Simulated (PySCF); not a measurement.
Theory: delta-SCF UKS SCAN, pcX-2 on the ionised atom, pcseg-1 elsewhere, spin-free X2C (PySCF). Geometries: PBE0-D3(BJ)/def2-SVP; isolated species, one conformer each. Values against the vacuum level.

(1) Rank by computed C 1s binding energy, lowest first.
A. C3 in `[N:1]#[C:2][C@H:3]([F:4])[Br:5]`
B. C1 in `[CH2:1]=[CH:2][C@@H:3]1[GeH2:4][CH2:5][C@@H:6]1[CH2:7][CH3:8]`
C. Carbon in `O=C([O-])O`
D. C8 in `[GeH3:1][C@@H:2]1[CH2:3][C@@H:4]1[CH:5]1[CH2:6][CH2:7][CH2:8]1`
E. C3 in `[CH2:1]=[CH:2][C@@H:3]1[CH2:4][CH2:5][CH2:6][Ge@@H:7]1[CH3:8]`

Results:

(1) C (289.00 eV), B (289.56 eV), E (289.84 eV), D (290.19 eV), A (296.26 eV).

The highest is bonded to F, Br, C and H, the lowest to 3 O in a species of charge -1; the range is 7.26 eV.

The basis sets have no added diffuse functions, a weakness for anions.
